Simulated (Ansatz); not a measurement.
Several settings on one geometry of GaH2(NH2) (GaNH4) (that of the charge 0 singlet, r2SCAN-D4/def2-TZVP). Ansatz on 4 threads of Arm Neoverse V2 on a shared host; times are rough.

Cartesian coordinates in Å:
```
Ga 0.432 0.749 0.008
H 1.901 0.694 0.513
H -0.347 2.000 -0.485
N -0.474 -0.821 -0.008
H -1.428 -0.920 -0.315
H -0.084 -1.702 0.287
```

Totals from different functionals, basis sets or treatments of relativity can't be compared as stabilities.

The 6-31G sets use Cartesian d functions.

The spins typed aren't always the lowest for that charge.

(1) Give the basis size and estimate the energy, ⟨S²⟩, dipole and time of these runs.

```tsv
run	method	charge	state	further keys
1	RKS r2SCAN50-D3(BJ)-ATM/cc-pVDZ	0	singlet	scf: {lower_state_search: light}; forces asked
2	RKS B97/def2-SVP	0	singlet	scf: {omitted_lower_state_checks: [starts]}; forces asked
3	RKS B97/aug-cc-pVDZ	0	singlet	–
4	ROKS ωB97X-V/6-31G	-1	doublet	point_charges: [{charge: 0.50, position_ang: [5.962, 0.847, -0.384]}]; scf: {omitted_lower_state_checks: [starts]}
```

Results:

(1) 
| run | functions | energy (Eh) | ⟨S²⟩ | dipole (D) | wall time |
| --- | --- | --- | --- | --- | --- |
| 1 | 61 | -1981.8728 | – | 0.99 | 1.1 s |
| 2 | 66 | -1981.6106 | – | 1.26 | 1.1 s |
| 3 | 95 | -1981.8775 | – | – | 1.4 s |
| 4 | 46 | -1981.4618 | – | – | 2.1 s |

The highest occupied level of an anion often lies above zero with these methods, and sets without diffuse functions describe the outer electron poorly.
